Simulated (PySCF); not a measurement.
C2H6N2Si. Atoms are numbered in the order given.

```xyz
11

C      2.5879    -0.3006     0.0947
C      1.3804    -0.1325     0.1826
Si    -0.4527     0.0640     0.3400
N     -1.4193    -1.2325    -0.2522
N     -0.8050     1.4577    -0.6072
H      3.6505    -0.4483     0.0161
H     -0.7462     0.1001     1.8063
H     -1.3460    -1.5088    -1.2273
H     -1.5965    -2.0363     0.3420
H     -0.1126     2.1933    -0.7018
H     -1.7503     1.8261    -0.6439
```

The structure is a stationary point at r2SCAN-D4/def2-SVP. This is a generated structure with no PubChem entry under its InChIKey; it may be hypothetical. One conformer was computed; it need not be the lowest.

Method: PBE/pcSseg-1 run with PySCF.

GIAO shieldings, no solvent; atoms listed in one row are averaged. δ = σ(ref) − σ: ¹³C against TMS (σ = 182.0 ppm); ²⁹Si against TMS (σ = 335.4 ppm); ¹⁵N against NH3 (σ = 267.0 ppm); ¹H against TMS (σ = 31.49 ppm), references at their B3LYP-D3(BJ)/def2-TZVP geometries, non-relativistic.

Computed chemical shifts:
| nucleus | atoms | count | δ (ppm) |
|---|---|---|---|
| ¹³C | C1 | 1 | 95.5 |
| ¹³C | C2 | 1 | 92.7 |
| ²⁹Si | Si3 | 1 | -55.2 |
| ¹⁵N | N4 | 1 | 35.3 |
| ¹⁵N | N5 | 1 | 30.5 |
| ¹H | H7 | 1 | 5.40 |
| ¹H | H6 | 1 | 2.31 |
| ¹H | H8 | 1 | 0.92 |
| ¹H | H9 | 1 | 0.86 |
| ¹H | H10 | 1 | 0.69 |
| ¹H | H11 | 1 | 0.64 |
